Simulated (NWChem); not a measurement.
System: C2H5FSe; SMILES CC[Se]F

Input file for NWChem:

```
start job
memory heap 200 mb stack 900 mb global 1100 mb
geometry units angstroms noautosym nocenter noautoz
  Se    -0.369381     0.650724    -0.000313
  F      1.398963     0.820432    -0.002542
  C     -0.367217    -1.193500     0.583775
  C      0.356500    -2.130167    -0.362210
  H     -1.441221    -1.433522     0.676903
  H      0.059404    -1.217011     1.598029
  H      1.398903    -1.806423    -0.494343
  H     -0.122142    -2.149376    -1.352317
  H      0.365807    -3.155217     0.041684
end
basis spherical
  * library def2-svpd
end
dft
  xc b3lyp
  iterations 150
end
property
  response 1 0.0
end
task dft property
```

Structure relaxed at the PBE0/def2-SVP level.

Static field.

### Question
What results follow from this input? (B3LYP/def2-SVPD.) Quantities: isotropic polarisability (bohr³); anisotropy (bohr³).

### Answer
The isotropic polarisability (bohr³) comes out as 55.2 and the anisotropy (bohr³) is 15.1.
